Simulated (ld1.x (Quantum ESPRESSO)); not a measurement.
# u(r) = r·R(r): atom against pseudo-atom (potassium (K))

Columns: radius, all-electron u(r) and pseudo u(r) of the 3s shell (level -35.95 eV) of potassium in the configuration [Ne] 3s2 3p6 4s0.5 4p0.5; LDA (PZ), scalar-relativistic, TM scheme, ld1.x (Quantum ESPRESSO) 7.5.

```csv
r (bohr),all-electron,pseudo
0.110,-0.0163,0.1350
0.220,-0.4659,0.2672
0.330,-0.4345,0.3937
0.440,-0.1367,0.5119
0.550,0.2198,0.6190
0.660,0.5297,0.7124
0.770,0.7563,0.7894
0.880,0.8976,0.8473
0.990,0.9664,0.8839
1.100,0.9796,0.8978
1.210,0.9535,0.8889
1.320,0.9018,0.8587
1.430,0.8350,0.8107
1.540,0.7609,0.7495
1.650,0.6847,0.6805
1.760,0.6101,0.6091
1.870,0.5394,0.5392
1.980,0.4737,0.4737
2.090,0.4138,0.4138
2.200,0.3598,0.3598
2.310,0.3116,0.3116
2.420,0.2690,0.2690
2.530,0.2316,0.2316
2.640,0.1989,0.1989
2.750,0.1704,0.1704
2.860,0.1458,0.1458
```

How many radial nodes do the two functions have?

The all-electron 3s function has n − l − 1 = 2 (the table is too coarse to show those close to the nucleus); the pseudo-wave has 0, since the states of the same l below it are removed with the core.

At about which radius was the pseudo-wave matched?

2.10 bohr. The columns agree to 0.0005 from 1.87 bohr on; several derivatives are matched, so the curves merge somewhat inside the radius.

Is the pseudo-wave norm-conserving?

Yes: the TM scheme keeps the norm inside the radius equal to the all-electron one, which fixes the energy derivative of the logarithmic derivative at the level.
